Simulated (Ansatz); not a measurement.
| atom | x (Å) | y (Å) | z (Å) |
| --- | --- | --- | --- |
| C | 0.0000 | -0.4221 | -1.9088 |
| C | 0.0000 | 0.4150 | -0.6391 |
| C | 0.0000 | -0.4150 | 0.6391 |
| C | 0.0000 | 0.4221 | 1.9088 |
| H | 0.0000 | 0.2073 | -2.8119 |
| H | 0.8875 | -1.0738 | -1.9587 |
| H | -0.8875 | -1.0738 | -1.9587 |
| H | -0.8798 | 1.0835 | -0.6354 |
| H | 0.8798 | 1.0835 | -0.6354 |
| H | 0.8798 | -1.0835 | 0.6354 |
| H | -0.8798 | -1.0835 | 0.6354 |
| H | 0.0000 | -0.2073 | 2.8119 |
| H | 0.8875 | 1.0738 | 1.9587 |
| H | -0.8875 | 1.0738 | 1.9587 |

Basis set: def2-TZVP (spherical functions). Left uncorrelated: 4 orbitals. Charge 0, multiplicity 1.

Computed with Ansatz (development build ahead of 0.2.0); each method stands on the lowest determinant of its kind that the runs found. Restricted open shells among the atoms or ions are ROHF, correlated in semicanonical orbitals with singles.

Question: Give the atomization energy at this shape (free ground-state atoms in the same class of orbitals less the molecule, no zero-point energy) of singlet C4H10 by RHF-MP2, RHF.

Answer:

```csv
method,atomization energy
RHF-MP2,54.78 eV
RHF,43.72 eV
```
